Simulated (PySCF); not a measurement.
**A small calculation by hand: chemical shift, span and skew from a shielding tensor**

C2H5AlClF, SMILES [Cl][Al]([CH2]C)[F]. Atoms are numbered in the order given.

```xyz
10

Al     0.2111     0.1347     0.0000
F      1.8666    -0.0419     0.0000
Cl    -0.5054     2.1104     0.0000
C     -0.9642    -1.4129     0.0000
C     -0.2723    -2.7848     0.0000
H     -1.6342    -1.3094     0.8739
H     -1.6342    -1.3094    -0.8739
H      0.3707    -2.9179    -0.8847
H      0.3707    -2.9179     0.8847
H     -1.0047    -3.6092     0.0000
```
Charge 0, spin multiplicity 1.

Geometry optimised at B3LYP-D3(BJ)/def2-SVP. The structure was generated by enumeration; whether it is a known compound was not checked. The values are those of a single conformer.

GIAO shieldings from PBE/pcSseg-1 in PySCF, non-relativistic, no solvent. The symmetric part of the tensor of C4 has the principal values 163.4, 165.9, 199.1 ppm. The same nucleus in TMS has σ = 182.0 ppm at this level (PySCF, at its B3LYP-D3(BJ)/def2-TZVP geometry). Without spin–orbit terms, shifts of atoms bonded to Cl or Br come out too high.

**Question.** Work out the isotropic shielding, the ¹³C shift against TMS, the span and the skew.

**Answer.** 
σ(iso) = (σ11 + σ22 + σ33)/3 = 176.1 ppm. δ = σ(ref) − σ(iso) = 182.0 − (176.1) = 5.9 ppm.
Span Ω = σ33 − σ11 = 35.7 ppm. Skew κ = 3(σ(iso) − σ22)/Ω = 0.86. Tumbling in solution averages the tensor to δ; in a static solid the shielding alone would spread this spin-1/2 line over Ω.
